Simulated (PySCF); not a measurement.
## How methods differ on the ionisation energy of Tc⁺

Tc⁺ [Kr] 4d5 5s1 (7S) → Tc²⁺ [Kr] 4d5 (6S), as a difference of total energies. Computed with PySCF 2.14 in x2c-TZVPPall, with the spin-free X2C one-electron Hamiltonian (Gaussian nucleus). Correlated levels: valence: [Kr] frozen; valence and next inner shell: [Ar] 3d10 frozen. The calculations carry no spin-orbit coupling.

Problem. Order these methods by the ionisation energy they give, lowest first.
A. MP2 (valence and next inner shell)
B. B2PLYP
C. PBE
D. LDA

Solution. B (14.999 eV), A (15.178 eV), C (15.565 eV), D (15.858 eV).

Errors of the correlated levels include the incompleteness of this basis and the frozen core.

For comparison: 15.26 eV (semi-empirical (NIST evaluation); NIST Atomic Spectra Database, ionization energies).
